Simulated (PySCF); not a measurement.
# Radial density of In (indium, neutral)

BP86, [Kr] 4d10 5s2 5p1, 2P determinant. All numbers are calculated (PySCF 2.14, a scalar-relativistic core potential, in cc-pVDZ-PP with ECP28MDF (4s3p2d, 23 functions)). This is the valence pseudo-density: the core potential removes the inner electrons and smooths the orbitals near the nucleus.

```json
{"r (bohr)": "0.0165", "4πr²ρ (e/bohr)": "1.794e-05", "4πr²(ρα − ρβ)": "0.0000"}
{"r (bohr)": "0.0278", "4πr²ρ (e/bohr)": "4.469e-05", "4πr²(ρα − ρβ)": "0.0000"}
{"r (bohr)": "0.0468", "4πr²ρ (e/bohr)": "0.0001034", "4πr²(ρα − ρβ)": "0.0000"}
{"r (bohr)": "0.0787", "4πr²ρ (e/bohr)": "0.0004172", "4πr²(ρα − ρβ)": "0.0000"}
{"r (bohr)": "0.132", "4πr²ρ (e/bohr)": "0.004832", "4πr²(ρα − ρβ)": "0.0000"}
{"r (bohr)": "0.223", "4πr²ρ (e/bohr)": "0.07754", "4πr²(ρα − ρβ)": "0.0001"}
{"r (bohr)": "0.375", "4πr²ρ (e/bohr)": "1.646", "4πr²(ρα − ρβ)": "0.0027"}
{"r (bohr)": "0.630", "4πr²ρ (e/bohr)": "15.66", "4πr²(ρα − ρβ)": "0.0294"}
{"r (bohr)": "1.06", "4πr²ρ (e/bohr)": "17.13", "4πr²(ρα − ρβ)": "-0.0089"}
{"r (bohr)": "1.78", "4πr²ρ (e/bohr)": "4.065", "4πr²(ρα − ρβ)": "0.1347"}
{"r (bohr)": "3.00", "4πr²ρ (e/bohr)": "1.137", "4πr²(ρα − ρβ)": "0.3226"}
{"r (bohr)": "5.04", "4πr²ρ (e/bohr)": "0.1885", "4πr²(ρα − ρβ)": "0.1308"}
{"r (bohr)": "8.48", "4πr²ρ (e/bohr)": "0.005375", "4πr²(ρα − ρβ)": "0.0051"}
```

Energies and moments cover only the electrons outside the core potential.

Task: Where is the radial spin density 4πr²(ρα − ρβ) most negative, and why is it negative at all?

Result: Around r = 1.06 bohr, down to -0.0089 e/bohr: exchange with the open shell polarises the paired shells in an unrestricted calculation.
